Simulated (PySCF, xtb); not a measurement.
Se(Cl)(OH) (ClHOSe), SMILES O[Se]Cl.

xtb with GFN2-xTB at its own geometry gives an orbital gap of 3.11 eV and a dipole moment of 1.69 D.

Geometry: TPSSh-D3(BJ)/def2-TZVP. The values are those of a single conformer.

Problem. What does r2SCAN/def2-TZVPD (PySCF) give? (An estimate is asked for; the answer gives what the named calculation found.)

Solution. gap 2.97 eV (levels -5.90 and -2.93 eV), dipole 1.75 D.
